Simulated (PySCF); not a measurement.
Spectra and structures to be paired. Method used: TDDFT PBE0/def2-SVPD, vertical, gas phase, core orbitals frozen in the response in PySCF 2.14.0, density-fitted response routines. Geometries: GFN2-xTB; one conformer of each isolated species. Triplets are in the Tamm–Dancoff approximation.

A. `O=COC1=C[SiH2]C=C1`
B. `Cl[SiH2]n1ccnc1`
C. `CCP(CO)C(F)(F)F`
D. `FC(F)c1ncccn1`
E. `C(F)(C)(F)F`

Lowest singlet levels (six at most, fewer where fewer were computed) with oscillator strengths:

1. 199 nm (f 0.044); 186 nm (f 0.025); 182 nm (f 0.067); 170 nm (f 0.054); 167 nm (f 0.054); 165 nm (f 0.020); T1 5.05 eV
2. 217 nm (f 0.020); 207 nm (f 0.012); 200 nm (f 0.001); 194 nm (f 0.090); 185 nm (f 0.011); 180 nm (f 0.004); T1 4.32 eV
3. 286 nm (f 0.024); 239 nm (f 0.002); 217 nm (f 0.047); 214 nm (f 0.001); 203 nm (f 0.007); 198 nm (f 0.000); T1 2.69 eV
4. 117 nm (f 0.066); 112 nm (f 0.064 summed over 2 states); 110 nm (f 0.000); 105 nm (f 0.000); 103 nm (f 0.009 summed over 2 states) [of 8 roots; the last level is left out, as the window may have cut its degenerate partner]; T1 10.34 eV
5. 285 nm (f 0.004); 277 nm (f 0.000); 212 nm (f 0.001); 209 nm (f 0.030); 209 nm (f 0.004); 187 nm (f 0.116); T1 3.80 eV

Problem. Which spectrum belongs to which structure?

Solution. 1 = C, 2 = B, 3 = A, 4 = E, 5 = D.
- A: S1 at 4.34 eV, HOMO→LUMO (98%); Löwdin shares by element: HOMO carbon 83% or more (atoms not listed hold the other 17%); LUMO carbon 66% or more (atoms not listed hold the other 34%); HOMO -6.94 and LUMO -1.75 eV; point group Cs, 1 of its 6 listed states under f = 0.0005.
- B: S1 at 5.70 eV, HOMO→LUMO (94%); Löwdin shares by element: HOMO carbon 74%, nitrogen 9% or more (atoms not listed hold the other 16%); LUMO silicon 29%, chlorine 23%, hydrogen 18% or more (atoms not listed hold the other 30%); HOMO -6.96 and LUMO -0.34 eV.
- C: S1 at 6.23 eV, HOMO→LUMO (90%); Löwdin shares by element: HOMO phosphorus 53%, carbon 23% or more, oxygen 8% (atoms not listed hold the other 17%); LUMO phosphorus 30%, oxygen 15%, carbon 12% or more, hydrogen 9% or more (atoms not listed hold the other 35%); HOMO -7.57 and LUMO -0.16 eV.
- D: S1 at 4.35 eV, HOMO→LUMO (99%); Löwdin shares by element: HOMO nitrogen 69%, carbon 13% or more (atoms not listed hold the other 18%); LUMO carbon 41% or more, nitrogen 35% (atoms not listed hold the other 24%); HOMO -7.86 and LUMO -1.74 eV; point group Cs, 1 of its 6 listed states under f = 0.0005.
- E: S1 at 10.56 eV, HOMO→LUMO (99%); Löwdin shares by element: HOMO fluorine 53%, carbon 24% or more (atoms not listed hold the other 23%); LUMO carbon 49%, hydrogen 22% or more (atoms not listed hold the other 28%); HOMO -11.11 and LUMO 0.69 eV; point group C3v, 2 of its 7 listed states under f = 0.0005.
A and D have S1 within 0.01 eV of each other; their strongest listed levels stand at 5.72 eV (f 0.047) and 6.61 eV (f 0.116).
